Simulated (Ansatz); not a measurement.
Born–Oppenheimer molecular dynamics of BCl3H2 (6 atoms, charge 0, multiplicity 1). It starts at the highest image of a converged band, a first-order saddle point between two minima.

All numbers below come from RKS PBE-D4/def2-SVP in Ansatz 0.2.0.

| Item | Value |
| --- | --- |
| ensemble | NVE (velocity Verlet) |
| time step | 0.5 fs |
| steps asked | 200 |
| starting velocities drawn for | 100 K |
| seed | 7942 |

Frames 1 fs apart, positions in Å, forces in eV/Å.

Velocities at 0 fs (Å/ps):

```
B 1.71 -1.33 0.87
Cl 0.33 -0.06 0.10
Cl 0.46 0.34 -0.02
Cl -1.53 0.70 -0.99
H 6.74 -11.90 22.86
H 0.77 -8.47 -0.25
```

```xyz
6
Properties=species:S:1:pos:R:3:forces:R:3 time_fs=0 energy_less_start_eV=0.000 T=100
B 0.017 -0.327 0.011 0.00 0.00 0.00
Cl 0.010 0.132 2.091 0.00 0.00 0.00
Cl 1.556 0.181 -0.707 0.00 0.00 0.00
Cl -1.538 0.127 -0.706 0.00 0.00 0.00
H 0.040 -1.615 0.256 0.00 0.00 0.00
H 0.033 -1.168 1.241 0.00 0.00 0.00
6
Properties=species:S:1:pos:R:3:forces:R:3 time_fs=1 energy_less_start_eV=0.002 T=96
B 0.019 -0.328 0.011 -0.06 -0.03 0.11
Cl 0.010 0.132 2.091 0.00 0.04 -0.01
Cl 1.556 0.181 -0.707 -0.02 -0.04 0.00
Cl -1.540 0.127 -0.707 0.10 -0.07 0.04
H 0.047 -1.627 0.278 -0.02 0.09 -0.14
H 0.033 -1.177 1.241 0.00 0.01 -0.01
6
Properties=species:S:1:pos:R:3:forces:R:3 time_fs=2 energy_less_start_eV=0.009 T=83
B 0.021 -0.329 0.012 -0.11 -0.04 0.21
Cl 0.011 0.132 2.091 -0.01 0.09 -0.03
Cl 1.557 0.182 -0.707 -0.04 -0.07 0.01
Cl -1.541 0.128 -0.707 0.20 -0.14 0.08
H 0.053 -1.638 0.300 -0.04 0.15 -0.27
H 0.034 -1.185 1.241 0.01 0.02 -0.01
6
Properties=species:S:1:pos:R:3:forces:R:3 time_fs=3 energy_less_start_eV=0.017 T=67
B 0.022 -0.331 0.013 -0.17 -0.03 0.30
Cl 0.011 0.132 2.091 -0.01 0.12 -0.04
Cl 1.557 0.182 -0.707 -0.07 -0.11 0.02
Cl -1.543 0.129 -0.708 0.28 -0.20 0.12
H 0.060 -1.648 0.319 -0.05 0.18 -0.39
H 0.035 -1.193 1.240 0.01 0.03 0.00
6
Properties=species:S:1:pos:R:3:forces:R:3 time_fs=4 energy_less_start_eV=0.027 T=49
B 0.024 -0.332 0.015 -0.21 0.01 0.36
Cl 0.011 0.132 2.091 -0.01 0.15 -0.06
Cl 1.558 0.182 -0.707 -0.09 -0.14 0.02
Cl -1.544 0.129 -0.709 0.36 -0.25 0.16
H 0.065 -1.655 0.334 -0.06 0.19 -0.49
H 0.036 -1.201 1.240 0.01 0.04 0.01
6
Properties=species:S:1:pos:R:3:forces:R:3 time_fs=5 energy_less_start_eV=0.034 T=34
B 0.025 -0.334 0.017 -0.25 0.05 0.40
Cl 0.012 0.132 2.091 -0.02 0.16 -0.08
Cl 1.558 0.182 -0.707 -0.11 -0.16 0.03
Cl -1.545 0.130 -0.710 0.44 -0.30 0.20
H 0.070 -1.662 0.344 -0.07 0.18 -0.56
H 0.037 -1.209 1.240 0.01 0.06 0.02
6
Properties=species:S:1:pos:R:3:forces:R:3 time_fs=6 energy_less_start_eV=0.039 T=24
B 0.026 -0.335 0.019 -0.28 0.10 0.42
Cl 0.012 0.132 2.091 -0.02 0.15 -0.11
Cl 1.558 0.183 -0.707 -0.13 -0.18 0.04
Cl -1.546 0.130 -0.711 0.50 -0.33 0.23
H 0.075 -1.666 0.349 -0.08 0.18 -0.59
H 0.038 -1.216 1.240 0.01 0.08 0.01
6
Properties=species:S:1:pos:R:3:forces:R:3 time_fs=7 energy_less_start_eV=0.040 T=22
B 0.027 -0.336 0.021 -0.31 0.15 0.41
Cl 0.012 0.132 2.091 -0.02 0.13 -0.14
Cl 1.559 0.183 -0.707 -0.14 -0.19 0.05
Cl -1.548 0.130 -0.712 0.55 -0.36 0.26
H 0.078 -1.669 0.348 -0.09 0.17 -0.57
H 0.040 -1.222 1.240 0.01 0.10 -0.01
6
Properties=species:S:1:pos:R:3:forces:R:3 time_fs=8 energy_less_start_eV=0.038 T=26
B 0.027 -0.337 0.024 -0.32 0.19 0.37
Cl 0.013 0.133 2.091 -0.02 0.09 -0.17
Cl 1.559 0.183 -0.707 -0.16 -0.19 0.06
Cl -1.548 0.131 -0.713 0.58 -0.37 0.28
H 0.081 -1.669 0.342 -0.10 0.17 -0.51
H 0.041 -1.227 1.239 0.01 0.11 -0.04
6
Properties=species:S:1:pos:R:3:forces:R:3 time_fs=9 energy_less_start_eV=0.034 T=35
B 0.027 -0.338 0.027 -0.33 0.24 0.32
Cl 0.013 0.133 2.091 -0.02 0.04 -0.20
Cl 1.559 0.183 -0.706 -0.17 -0.19 0.08
Cl -1.549 0.131 -0.713 0.61 -0.38 0.30
H 0.083 -1.669 0.331 -0.10 0.17 -0.41
H 0.043 -1.232 1.239 0.01 0.12 -0.08
6
Properties=species:S:1:pos:R:3:forces:R:3 time_fs=10 energy_less_start_eV=0.028 T=46
B 0.027 -0.339 0.031 -0.33 0.29 0.24
Cl 0.013 0.133 2.091 -0.02 -0.02 -0.23
Cl 1.559 0.183 -0.706 -0.18 -0.19 0.09
Cl -1.550 0.131 -0.714 0.62 -0.38 0.32
H 0.084 -1.666 0.316 -0.11 0.16 -0.29
H 0.044 -1.235 1.238 0.01 0.13 -0.12
6
Properties=species:S:1:pos:R:3:forces:R:3 time_fs=11 energy_less_start_eV=0.023 T=56
B 0.027 -0.340 0.034 -0.32 0.35 0.15
Cl 0.013 0.133 2.091 -0.02 -0.08 -0.26
Cl 1.560 0.183 -0.706 -0.20 -0.18 0.10
Cl -1.550 0.131 -0.714 0.63 -0.37 0.34
H 0.084 -1.662 0.299 -0.11 0.14 -0.16
H 0.046 -1.236 1.235 0.01 0.13 -0.16
```

Of the whole run (100 fs, mean temperature of the second half 1940 K): The conserved energy stayed within 0.073 meV per atom of its start (net change 0.013 meV per atom), so the integration is sound. The kinetic energy rose, since the run started high on the potential surface and went downhill. It ends in pieces (BCl3 + H2), so much of that is their flight and rotation, not heat. A run of 0.1 ps of so small a system gives no equilibrium averages. The orbitals stay closed-shell, which can raise the energy where a bond breaks towards radicals; this wasn't checked here.

The run took 6.3 min on 1 thread of Arm Neoverse V1, with other jobs on the host, peak memory 0.16 GiB.
